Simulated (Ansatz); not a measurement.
C4H2F4 can be A, `FC1=CC(F)(F)C1F`, or B, `FC1=CC(F)C1(F)F`.

Calculated with Ansatz (gas phase, PBE0-D4/def2-TZVP geometries, no zero-point term in ΔE). CCSD(T)/CBS is the MP2 limit (def2-TZVPP, def2-QZVPP) plus CCSD(T) − MP2 in def2-TZVPP, frozen cores. Functionals use def2-TZVPP. B3LYP here is the variant with VWN-RPA as its local correlation; programs differ in this.

(1) Which is lower in electronic energy at CCSD(T)/CBS, and by how much? (Best estimate.)

(2) Give E(B) − E(A) in kcal/mol with B3LYP, ωB97M-V, CCSD/def2-TZVPP, PBE-D4, PBE0-D4, LDA (SPW92), HF/def2-TZVPP. (Best estimate.)

(3) Does the order hold for the free energy at 298.15 K (harmonic terms from PBE0-D4)? (Best estimate.)

Largest T1 diagnostic: 0.012.

## Answers

(1) Ansatz gave: A, by 1.0 kcal/mol.

(2) Ansatz gave: B3LYP 1.0, ωB97M-V 1.2, CCSD/def2-TZVPP 1.0, PBE-D4 0.9, PBE0-D4 1.1, LDA (SPW92) 1.1, HF/def2-TZVPP 1.3. None reverses the order clearly.

(3) The calculation gave: Yes: G(B) − G(A) = +1.0 kcal/mol.

Leaving LDA and LC-ωPBE aside and taking each functional with its dispersion term where it has one, the values, not all of them listed here, spread over 0.4 kcal/mol, from BLYP-D4 to BHLYP-D4.
